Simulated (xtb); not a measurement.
xtb input (GFN1-xTB):

```bash
xtb mol.xyz --gfn 1 --sp --chrg 1 --uhf 0
```
mol.xyz:
```
19

C     -2.10029410     0.93471957     0.71740957
C     -0.97293424    -0.09355503     0.62843438
C     -1.45303827    -1.38813702    -0.02964645
C      0.22073271     0.53748080    -0.13170209
C      1.39460887    -0.38892293    -0.15382920
O      2.55988524     0.35029579    -0.90511020
H     -2.47301529     1.19170081    -0.27656126
H     -1.77247271     1.85290218     1.20726320
H     -2.93375491     0.52955926     1.29068653
H     -0.63657070    -0.31978244     1.64584677
H     -2.33448794    -1.76535175     0.48795424
H     -1.73201159    -1.21722637    -1.07234679
H     -0.70535993    -2.18380423    -0.00123284
H     -0.08545140     0.77574463    -1.15294460
H      0.49543253     1.46937545     0.37394701
H      1.80219480    -0.62895454     0.82537808
H      1.27239518    -1.27089580    -0.77325860
H      3.41592124    -0.11692575    -0.89191872
H      2.67364887     1.27177981    -0.60592852
```

End of the output:

```
         :::::::::::::::::::::::::::::::::::::::::::::::::::::
         ::                     SUMMARY                     ::
         :::::::::::::::::::::::::::::::::::::::::::::::::::::
         :: total energy             -21.794078198719 Eh    ::
         :: gradient norm              0.030544073872 Eh/a0 ::
         :: HOMO-LUMO gap              5.047924081889 eV    ::
         ::.................................................::
         :: SCC energy               -22.054225593949 Eh    ::
         :: -> electrostatic           0.131669832015 Eh    ::
         :: repulsion energy           0.266826150576 Eh    ::
         :: dispersion energy         -0.006678755346 Eh    ::
         :: halogen bond corr.         0.000000000000 Eh    ::
         :: add. restraining           0.000000000000 Eh    ::
         :: total charge               1.000000000000 e     ::
         :::::::::::::::::::::::::::::::::::::::::::::::::::::

           -------------------------------------------------
          |                Property Printout                |
           -------------------------------------------------

    * Orbital Energies and Occupations

         #    Occupation            Energy/Eh            Energy/eV
      -------------------------------------------------------------
         1        2.0000           -1.0873268             -29.5877
       ...           ...                  ...                  ...
         7        2.0000           -0.7894337             -21.4816
         8        2.0000           -0.7655835             -20.8326
         9        2.0000           -0.7540633             -20.5191
        10        2.0000           -0.7369687             -20.0539
        11        2.0000           -0.7172174             -19.5165
        12        2.0000           -0.7007253             -19.0677
        13        2.0000           -0.6829879             -18.5850
        14        2.0000           -0.6665875             -18.1388
        15        2.0000           -0.6475412             -17.6205
        16        2.0000           -0.6357710             -17.3002
        17        2.0000           -0.6218836             -16.9223
        18        2.0000           -0.6180083             -16.8169
        19        2.0000           -0.6115520             -16.6412 (HOMO)
        20                         -0.4260442             -11.5933 (LUMO)
        21                         -0.3516061              -9.5677
        22                         -0.3263264              -8.8798
        23                         -0.2948285              -8.0227
        24                         -0.2854909              -7.7686
        25                         -0.2675663              -7.2808
        26                         -0.2481614              -6.7528
        27                         -0.2431715              -6.6170
        28                         -0.2376620              -6.4671
        29                         -0.2170639              -5.9066
        30                         -0.1897879              -5.1644
       ...                                ...                  ...
        50                          0.3522658               9.5856
      -------------------------------------------------------------
                  HL-Gap            0.1855078 Eh            5.0479 eV
             Fermi-level           -0.5187981 Eh          -14.1172 eV

  Mulliken/CM5 charges         n(s)   n(p)   n(d)
     1C    -0.09102 -0.24096   1.014  3.077  0.000
     2C     0.00464 -0.06994   1.058  2.938  0.000
     3C    -0.10192 -0.25143   1.015  3.087  0.000
     4C    -0.07249 -0.17971   1.040  3.032  0.000
     5C     0.18782  0.09030   1.070  2.742  0.000
     6O    -0.44036 -0.80345   1.694  4.747  0.000
     7H     0.04692  0.09920   0.953  0.000  0.000
     8H     0.04603  0.09785   0.954  0.000  0.000
     9H     0.06247  0.11456   0.938  0.000  0.000
    10H     0.03534  0.09393   0.965  0.000  0.000
    11H     0.06760  0.11981   0.932  0.000  0.000
    12H     0.04630  0.09857   0.954  0.000  0.000
    13H     0.03187  0.08396   0.968  0.000  0.000
    14H     0.06681  0.12500   0.933  0.000  0.000
    15H     0.05189  0.10957   0.948  0.000  0.000
    16H     0.07590  0.13725   0.924  0.000  0.000
    17H     0.09224  0.15563   0.908  0.000  0.000
    18H     0.44895  0.61333   0.551  0.000  0.000
    19H     0.44100  0.60650   0.559  0.000  0.000

Wiberg/Mayer (AO) data.
largest (>0.10) Wiberg bond orders for each atom

 ---------------------------------------------------------------------------
     #   Z sym  total        # sym  WBO       # sym  WBO       # sym  WBO
 ---------------------------------------------------------------------------
     1   6 C    3.991 --     2 C    1.007     7 H    0.985     8 H    0.983
                             9 H    0.980
     2   6 C    3.979 --     3 C    1.010     1 C    1.007    10 H    0.974
                             4 C    0.958
     3   6 C    3.993 --     2 C    1.010    12 H    0.985    13 H    0.982
                            11 H    0.979
     4   6 C    3.971 --     5 C    1.026    14 H    0.972    15 H    0.970
                             2 C    0.958
     5   6 C    3.710 --     4 C    1.026    16 H    0.978    17 H    0.973
                             6 O    0.695
     6   8 O    2.295 --    19 H    0.788    18 H    0.786     5 C    0.695
     7   1 H    0.998 --     1 C    0.985
     8   1 H    0.999 --     1 C    0.983
     9   1 H    0.998 --     1 C    0.980
    10   1 H    1.002 --     2 C    0.974
    11   1 H    0.998 --     3 C    0.979
    12   1 H    0.998 --     3 C    0.985
    13   1 H    1.001 --     3 C    0.982
    14   1 H    1.000 --     4 C    0.972
    15   1 H    1.003 --     4 C    0.970
    16   1 H    1.001 --     5 C    0.978
    17   1 H    1.006 --     5 C    0.973
    18   1 H    0.803 --     6 O    0.786
    19   1 H    0.816 --     6 O    0.788
 ---------------------------------------------------------------------------

Topologies differ in total number of bonds
Writing topology from bond orders to xtbtopo.mol

 dipole moment from electron density (au)
     X       Y       Z
   4.0391   0.4650  -0.4708  total (Debye):   10.403

           -------------------------------------------------
          | TOTAL ENERGY              -21.794078198719 Eh   |
          | GRADIENT NORM               0.030544073872 Eh/α |
          | HOMO-LUMO GAP               5.047924081889 eV   |
           -------------------------------------------------

------------------------------------------------------------------------
Note: The following floating-point exceptions are signalling: IEEE_DENORMAL
normal termination of xtb
------------------------------------------------------------------------
 total:
 SCF:
```

It need not be the lowest isomer of its formula.
